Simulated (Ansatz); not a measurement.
`CC([SiH3])S` + H₂O → `OC([SiH3])S` + CH₄ at 500 K and 1 bar (formal hydrolysis of a C–C bond).

Computed with Ansatz on PBE0-D4/def2-TZVP structures; ΔE is electronic, products minus reactants. CCSD(T)/CBS is the MP2 limit (def2-TZVPP, def2-QZVPP) plus CCSD(T) − MP2 in def2-TZVPP, frozen cores. This one scheme is used for every species. Each species was taken in one conformer, which may not be the lowest.

```
      species  CCSD(T)/CBS energy (Eh)  H − E (kJ/mol)  S (J/(mol·K))
`CC([SiH3])S`               -767.76814           282.6          402.3
          H₂O                -76.37941            73.2          206.3
`OC([SiH3])S`               -803.66233           217.5          396.9
          CH₄                -40.46206           135.6          206.8
```

H − E and S are ideal-gas, rigid-rotor, harmonic terms from PBE0-D4/def2-TZVP, for one conformer and one mirror image of each species. 1 Eh = 2625.50 kJ/mol, R = 8.31446 J/(mol·K).

Question: By hand: ΔE, ΔH, ΔS and ΔG.

Answer: ΔE = (-803.66233) + (-40.46206) − (-767.76814) − (-76.37941) = 0.02316 Eh = 60.8 kJ/mol. Δ(H − E) = 217.5 + 135.6 − 282.6 − 73.2 = -2.7, so ΔH = 58.1 kJ/mol. ΔS = 396.9 + 206.8 − 402.3 − 206.3 = -4.9 J/(mol·K). ΔG = 58.1 − 500 × (-4.9)/1000 = 60.6 kJ/mol.

Question: By hand: the equilibrium constant, and the temperature at which ΔG would vanish if ΔH and ΔS stayed fixed.

Answer: log₁₀ K = −ΔG/(RT ln 10) = -6.3. ΔH and −TΔS have one sign here, so there is no such temperature. One of them is within its doubt of zero, so this could turn.

The number of gas molecules stays the same, so ΔS is small and ΔH decides. A doubt of 5 kJ/mol in ΔE shifts log₁₀ K by 0.5 here. Other conformers and mirror images would add mixing entropy, several J/(mol·K) or more a flexible species. These are equilibria of isolated gas molecules and say nothing of rates. Largest T1 diagnostic: 0.012 (customary marks: 0.02 for closed shells, 0.045 for open ones).
